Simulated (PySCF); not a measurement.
PySCF job for C2H5O, SMILES C[CH]O, multiplicity 2, B3LYP/pcH-1. Geometry: PBE0-D3(BJ)/def2-TZVP. The isomer is the one that the SMILES or the coordinates give; other isomers of the formula were not compared. One conformer was computed; it need not be the lowest.

```python
import numpy as np
from pyscf import gto, scf, dft
from pyscf.prop.hfc import uks as hfc
from pyscf.prop.gtensor import uks as gtensor

mol = gto.M(
    atom='''
    C    -1.20064957   -0.17826240    0.21318991
    C     0.20666915    0.20703699    0.42767520
    O     1.03861183   -0.07877649   -0.61687071
    H    -1.77961480   -0.02263746    1.12489386
    H    -1.67656658    0.40363409   -0.59115292
    H    -1.27672080   -1.23305553   -0.06780798
    H     0.46743911    1.06497113    1.04234542
    H     1.92045098    0.24465226   -0.41850345
    ''',
    basis='pcH-1',
    charge=0,
    spin=1,
    max_memory=1600,
    verbose=3,
)
mf = dft.UKS(mol, xc='b3lyp')
mf.grids.level = 3
mf.conv_tol = 1e-10
mf.max_cycle = 100
mf.kernel()
fine, coarse = mf.grids, dft.Grids(mol).set(level=1).build(with_non0tab=True)
for _ in range(3):  # follow internal instabilities
    mf.grids = coarse
    mo, _, stable, _ = mf.stability(return_status=True, nroots=4)
    mf.grids = fine
    if stable:
        break
    mf.kernel(mf.make_rdm1(mo, mf.mo_occ))
A = hfc.HFC(mf).make_fcdip(mf.make_rdm1())  # Fermi contact and dipolar terms, MHz
print('atom   A(iso)/MHz   principal dipolar parts/MHz')
for i, a in enumerate(A):
    w = np.linalg.eigvalsh((a + a.T) / 2)
    print(f'{mol.atom_symbol(i):2s}{i + 1:3d} {w.mean():12.2f}', (w - w.mean()).round(2))
gt = gtensor.GTensor(mf)
gt.dia_soc2e, gt.para_soc2e, gt.so_eff_charge = None, None, True
gt.max_cycle_cphf = 60
g = gt.kernel()
```

Output:

```

WARN: HOMO -0.151117362671297 >= LUMO -0.151117362671304

converged SCF energy = -154.398301085695  <S^2> = 0.75323722  2S+1 = 2.0032346
<class 'pyscf.dft.uks.UKS'> wavefunction is stable in the internal stability analysis
atom   A(iso)/MHz   principal dipolar parts/MHz
C   1       -22.12 [-1.92 -1.67  3.59]
C   2       164.36 [-76.67 -75.44 152.11]
O   3       -18.65 [-65.05  31.33  33.72]
H   4         9.73 [-5.54 -4.21  9.76]
H   5       128.81 [-4.34 -3.16  7.49]
H   6        55.16 [-5.18 -4.59  9.77]
H   7       -26.89 [-34.49  -1.91  36.4 ]
H   8        -9.10 [-13.38  -9.54  22.92]
SOC(1e)/OZ [ 2.22104713e-03 -2.13797907e-05  1.08976272e-03]
free electron g 2.00231930436182
g-tensor total [2.00440719 2.002121   2.00328731]
g-shift (ppt) [ 2.08789053 -0.19830671  0.96800065]
```

The calculation finished and met its thresholds.
